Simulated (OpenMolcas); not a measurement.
Computed levels of 4f5 in ions with 59 electrons, in cm-1 above 6H* 5/2.

```
Program             : OpenMolcas
Method              : SS-CASPT2, IPEA 0.25 Eh, imaginary shift 0.1 Eh
Basis               : ANO-R2
Scalar Hamiltonian  : X2C, finite nucleus
Spin-orbit coupling : RASSI with atomic mean-field integrals over the reference wave functions, term energies averaged over their components
```

Active space for each ion: 5 electrons in 7 orbitals (4f); closed shells correlated by CASPT2: 5s 5p.

```tsv
Level	Pm2+	Eu4+
6H* 7/2	887	1425
6H* 9/2	1928	3080
6H* 11/2	3070	4880
6H* 13/2	4280	6770
6H* 15/2	5530	8710
6F* 1/2	5740	8240
6F* 3/2	5930	8550
6F* 5/2	6350	9210
6F* 7/2	7090	10390
```

Task: Estimate 6H* 15/2, 6F* 1/2, 6F* 3/2 for Sm3+ from its neighbours Pm2+ and Eu4+.

Result: 6H* 15/2 is fine structure, which grows about as the fourth power of a screened charge, so the fourth roots are averaged: ((5530^0.25 + 8710^0.25) / 2)^4 = 6985. The calculation gives 7070, so the estimate is off by -1.2 %.
6F* 1/2 is another term, which grows about linearly with the charge: (5740 + 8240) / 2 = 6990. The calculation gives 7110, so the estimate is off by -1.7 %.
6F* 3/2 is another term, which grows about linearly with the charge: (5930 + 8550) / 2 = 7240. The calculation gives 7370, so the estimate is off by -1.8 %.

CASPT2 does not keep the components of a term degenerate, so their means are used; among the terms shown or strongly mixed into the levels shown the widest spread is 200 cm-1 (4f5 6H*, Pm2+). High states are left out of the spin-orbit mixing, which shifts the levels that they would mix with. Only configurations of the active space appear.

* marks odd parity.
